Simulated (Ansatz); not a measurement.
`[OH][Hf]([OH])([Cl])[Cl]` + H₂S → `[OH][Hf]([OH])([SH])[Cl]` + HCl  (ligand exchange at the Hf–Cl bond)

Isolated molecules relaxed with PBE0-D4/def2-TZVP in Ansatz; ΔE leaves out vibrations. CCSD(T)/CBS is the MP2 limit (def2-TZVPP, def2-QZVPP) plus CCSD(T) − MP2 in def2-TZVPP, frozen cores. This one scheme is used for every species. DFT in def2-TZVPP. Elements past krypton have def2 core potentials. For Hf outer-core shells are correlated without core-valence functions, which leaves a few kJ/mol of doubt a bond. Each species was taken in one conformer, which may not be the lowest.

```
             level  ΔE (kcal/mol)
         revPBE-D4           15.3
SCS-MP2/def2-QZVPP           16.7
```

Question: What does CCSD(T)/CBS give? (Best estimate.)

Answer: The calculation gave: +16.3 kcal/mol. The listed levels differ from it by -1.0, 0.4 kcal/mol.

Largest T1 diagnostic among the species: 0.015.

From BLYP to BHLYP (50 % exact exchange), in def2-TZVPP and without D4, ΔE moves by +1.4 kcal/mol. At CCSD(T), def2-SVP lies +1.7 kcal/mol from the extrapolated value and def2-TZVPP −0.3 kcal/mol.
